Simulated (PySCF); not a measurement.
Electron correlation in Au (gold, neutral)

[Xe] 4f14 5d10 6s1, 2S determinant. All numbers are calculated (PySCF 2.14, the spin-free X2C one-electron Hamiltonian (Gaussian nucleus), in x2c-TZVPPall (11s7p7d3f1g, 97 functions)). Frozen: [Kr] 4d10 4f14; 19 electrons correlated.

| level | correlation energy (mhartree) |
| --- | --- |
| CCSD | -556.55 |
| (T) | -18.31 |
| CCSD(T) | -574.86 |

Diagnostics: T1 = 0.013, D1 = 0.0609, largest double amplitude 0.019.

Q: Is a single reference adequate?

A: Yes, within this model without spin-orbit coupling: T1 lies below 0.03 and no double amplitude reaches 0.07.

This basis was not built for core-valence correlation, so the inner-shell part is incomplete.
